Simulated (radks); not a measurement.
Results of a calculation; reference values are marked as such.
Problem. The mean radii <r> (bohr) of the occupied orbitals of an atom or ion are listed with their occupations. Code: a radial shooting solver on a logarithmic mesh with Libxc functionals. Model: Dirac Kohn-Sham, PBE, spin-unpolarised, spherical densities, finite nucleus; Fermi nuclear charge, rms radius of each element as measured or else 0.836 A^(1/3) + 0.57 fm.

| orbital | occ. | <r> |
|---|---|---|
| 1s1/2 | 2 | 0.04405 |
| 2s1/2 | 2 | 0.1919 |
| 2p1/2 | 2 | 0.1647 |
| 2p3/2 | 4 | 0.1683 |

Name the element and its charge. Open shells, if any, fill j = l - 1/2 first.

Solution. Z = 34, selenium, charge +24: Se24+ in [Ne]. The 1s radius gives Z: for a bare nucleus <r> = (2 gamma + 1)/(2Z) with gamma = sqrt(1 - (Z/c)^2), 0.0432 bohr for Z = 34, and screening makes it slightly larger (0.04405 here). The occupations add up to 10, and the charge is Z minus that.
